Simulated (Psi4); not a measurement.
Psi4 input (wB97X-D/6-31G*):

```
memory 1500 MB

molecule {
-1 1
C    -1.59398935   -0.83370354   -0.37739831
C    -0.49357677    0.03545247    0.22280101
C    -0.43300848    1.41495467   -0.41984486
C     0.92145471   -0.64229115    0.12666913
O     1.91351845    0.05959811    0.64735560
H    -2.59056419   -0.38824469   -0.27109940
H    -1.61277672   -1.81976512    0.09913087
H    -1.41502128   -0.99000838   -1.44735582
H    -0.68524904    0.16559733    1.29663985
H    -0.31333031    1.32081206   -1.50685646
H     0.45001133    1.92484359   -0.02852270
H    -1.33069180    2.01690359   -0.23010263
H     0.75946903   -1.67348806    0.58478160
H     1.02472484   -0.87990980   -0.98882185
symmetry c1
no_reorient
no_com
}

set {
  basis 6-31G*
  reference rks
  scf_type pk
  dft_radial_points 99
  dft_spherical_points 590
  e_convergence 1e-8
  d_convergence 1e-7
  maxiter 150
}

e = energy('wb97x-d')
print_out(f'\nFINAL {e:.10f} DIPOLE {variable("CURRENT DIPOLE")[0]:.6f} {variable("CURRENT DIPOLE")[1]:.6f} {variable("CURRENT DIPOLE")[2]:.6f}\n')
```

From the output:

```
      19A     -0.177695    20A     -0.022834    21A     -0.018785

    Virtual:

      22A      0.331464    23A      0.377600    24A      0.386526
      25A      0.392436    26A      0.415117    27A      0.426873
      28A      0.428611    29A      0.449573    30A      0.483784
      31A      0.499647    32A      0.520021    33A      0.543726
      34A      0.584478    35A      0.766709    36A      0.784536
      37A      0.816834    38A      0.836955    39A      0.891186
      40A      0.935292    41A      0.962126    42A      0.982978
      43A      0.990027    44A      1.025058    45A      1.039380
      46A      1.116973    47A      1.148914    48A      1.150171
      49A      1.154701    50A      1.167268    51A      1.179667
      52A      1.202591    53A      1.212309    54A      1.225073
      55A      1.243434    56A      1.267229    57A      1.301988
      58A      1.450204    59A      1.480214    60A      1.653837
      61A      1.683407    62A      1.705359    63A      1.759725
      64A      1.875694    65A      1.915319    66A      1.986510
      67A      2.049192    68A      2.073075    69A      2.166699
      70A      2.205790    71A      2.216401    72A      2.258229
      73A      2.296949    74A      2.313796    75A      2.354037
      76A      2.419103    77A      2.499652    78A      2.511821
      79A      2.526993    80A      2.537625    81A      2.641384
      82A      2.761871    83A      2.765302    84A      2.845118
      85A      2.897369    86A      3.011022    87A      3.115117
      88A      3.285731    89A      4.168168    90A      4.438342
      91A      4.560914    92A      4.638053    93A      4.859087

    Final Occupation by Irrep:
              A
    DOCC [    21 ]
    NA   [    21 ]
    NB   [    21 ]

  @RKS Final Energy:  -232.96031313695832

   => Energetics <=

    Nuclear Repulsion Energy =            183.6557323169627978
    One-Electron Energy =                -687.8986423655635463
    Two-Electron Energy =                 294.4142952983469286
    DFT Exchange-Correlation Energy =     -23.1248188448680807
    Empirical Dispersion Energy =          -0.0068795418364367
    VV10 Nonlocal Energy =                  0.0000000000000000
    Total Energy =                       -232.9603131369583195

Computation Completed

Properties will be evaluated at   0.000000,   0.000000,   0.000000 [a0]

Properties computed using the SCF density matrix

 Multipole Moments:

 ------------------------------------------------------------------------------------
     Multipole            Electronic (a.u.)      Nuclear  (a.u.)        Total (a.u.)
 ------------------------------------------------------------------------------------

 L = 1.  Multiply by 2.5417464519 to convert [e a0] to [Debye]
 Dipole X            :         -2.3145745            0.0000002           -2.3145743
 Dipole Y            :          0.1429634            0.0000002            0.1429636
 Dipole Z            :         -0.6437471            0.0000002           -0.6437470
 Magnitude           :                                                    2.4066788

 ------------------------------------------------------------------------------------

FINAL -232.9603131370 DIPOLE -2.314574 0.142964 -0.643747

*** Psi4 exiting successfully. Buy a developer a beer!
```

The dipole moment of an ion depends on the origin.

The geometry given is a B3LYP-D3(BJ)/def2-TZVP minimum.
